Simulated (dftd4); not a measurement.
C$_{2}$H$_{6}$AuClS, charge -1, doublet, at the geometry of the source list (the multiplicity is a formal guess); D4 for bp86 (dftd4 4.2.0).

Input for dftd4:
```
$ dftd4 mol.xyz --func bp86 --charge -1 --json dftd4.json --noedisp

# file mol.xyz
11

Au     1.61860000    -1.58070000     0.01030000
Cl     3.69980000    -2.33190000     0.39400000
C     -0.21670000     0.79500000    -1.33070000
S     -0.54120000    -0.71430000    -0.36290000
C     -0.95800000     0.05260000     1.23660000
H      0.54380000     1.39440000    -0.84120000
H     -1.14600000     1.34890000    -1.42720000
H      0.13020000     0.47760000    -2.30840000
H     -0.14980000     0.69980000     1.56060000
H     -1.09920000    -0.75350000     1.94880000
H     -1.88160000     0.61220000     1.12010000
```

Write the output that dftd4 gives for this input, abridged.


```
                    ____  _____ _____     ____  _  _
      -------------|  _ \|  ___|_   _|---|  _ \| || |------------
     |             | | | | |_    | | ___ | | | | || |_           |
     |             | |_| |  _|   | ||___|| |_| |__   _|          |
     |             |____/|_|     |_|     |____/   |_|            |
     |             ===================================           |
     |            E. Caldeweyher, S. Ehlert & S. Grimme          |
     |          Mulliken Center for Theoretical Chemistry        |
     |                    University of Bonn                     |
      -----------------------------------------------------------

Rational (Becke-Johnson) damping: bp86-D4-ATM
---------------------
  s6         1.0000
  s8         3.3550
  s9         1.0000
  a1         0.4365
  a2         4.9241
 alp        16.0000
--------------------

Dispersion energy:      -1.7133694486197E-02 Eh

[Info] JSON dump of results written to 'dftd4.json'
```
